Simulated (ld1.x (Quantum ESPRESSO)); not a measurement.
Values are calculated unless marked as measured or tabulated.
# Potentials for aluminium (Al) compared

Generated with ld1.x 7.5 (TM, RRKJ, ultrasoft, PAW), atompaw 4.2 or ONCVPSP 4.0.1. The cutoff is in Ry: for ld1.x and atompaw files where the sum of valence levels is converged to 10 mRy in a Bessel basis, for ONCV files where the hardest occupied wave has 1 mHa per electron of residual kinetic energy. The error is the largest all-electron minus pseudo excitation energy over each file’s own four to seven test configurations (ionisations up to +4, promotions, holes and added fractions of an electron), all of which were solved. The labels leave out finer settings (local radius, basis sizes, second energies), which also bear on the numbers. Spin-polarised tests are not counted. The rows are a selection from randomly drawn settings: files with unsolved tests, undetermined cutoffs or missed reference levels are left out.

```csv
potential,cutoff (Ry),largest error (meV),bound ghosts
"TM, PBE, scalar-relativistic, rc 1.60/2.85/2.90 (spd), local p, core correction yes, reference 3s2 3p1",18,-7.1,none
"ultrasoft, BLYP, non-relativistic, rc 2.45/1.85 (sp), local smoothed, core correction yes, reference 3s2 3p0.5",6,+129,none
"ultrasoft, PBE, scalar-relativistic, rc 2.30/1.80 (sp), local smoothed, core correction yes, reference 3s2 3p1",6,-6.9,none
"TM, PBE, non-relativistic, rc 1.75/2.45/2.05 (spd), local p, core correction yes, reference 3s2 3p0",10,-13,none
"TM, PBEsol, scalar-relativistic, rc 1.80/2.90/2.40 (spd), local s, core correction no, reference 3s1 3p2",8,+5.5,none
```

(1) Fill in the row for Al: RRKJ, PBE, scalar-relativistic, rc 1.70/2.35 (sp), local s, core correction yes, reference 3s1.5 3p1.5.

(2) Fill in the row for Al: TM, LDA (PZ), scalar-relativistic, rc 1.55/2.80/2.65 (spd), local s, core correction yes, reference 3s2 3p1.

Results:

(1) cutoff 10 Ry, largest error +27 meV, bound ghosts: none.

(2) cutoff 25 Ry, largest error +12 meV, bound ghosts: none.
